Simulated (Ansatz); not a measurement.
Ideal-gas functions of CH3B2F (`FB1BC1`) at 298.15 K and 1 bar, from an Ansatz frequency run at PBE0-D4/def2-TZVP.

Molar mass 55.66 g/mol, point group Cs (symmetry number 1), electronic degeneracy 1, moments of inertia 19.495, 81.803, 101.298 u Å². Harmonic wavenumbers (cm⁻¹, unscaled): 71, 373, 412, 429, 576, 766, 802, 855, 1006, 1152, 1470, 1620, 2771, 3065, 3144.

Use S(trans) = R[1.5 ln M + 2.5 ln T − 1.1517]; rotational temperatures θ = 24.2544 K / I; S(rot) = R[ln(√π/σ · √(T³/θAθBθC)) + 1.5]; for each mode x = 1.438777 ν̃/T, S = R[x/(eˣ − 1) − ln(1 − e⁻ˣ)] and H = RT x/(eˣ − 1); 1 cm⁻¹ = 0.0119627 kJ/mol; R = 8.31446 J/(mol·K).

Question: By hand: the entropy, in J/(mol·K).

Answer: Translation 159.0. Rotation: θ = 1.2441, 0.2965, 0.2394 K, giving 98.4. Vibration, mode by mode: 17.26, 4.47, 3.85, 3.61, 2.06, 0.99, 0.86, 0.70, 0.38, 0.21, 0.06, 0.03, 0.00, 0.00, 0.00, in all 34.5. Electronic 0.0. Sum 291.9 J/(mol·K).

Question: By hand: H − E and G − E in kJ/mol, counted from the electronic energy.

Answer: Zero-point energy ½ × 18512 × 0.0119627 = 110.7; thermal vibration 5.7; translation, rotation and pV give 4 RT = 9.9. H − E = 126.3 kJ/mol, and G − E = 126.3 − 298.15 × 291.9/1000 = 39.3 kJ/mol.

Vibration gives 12 % of the entropy, 17.3 J/(mol·K) of it from the mode under 150 cm⁻¹: soft modes count most, and the harmonic formula is weakest for them.
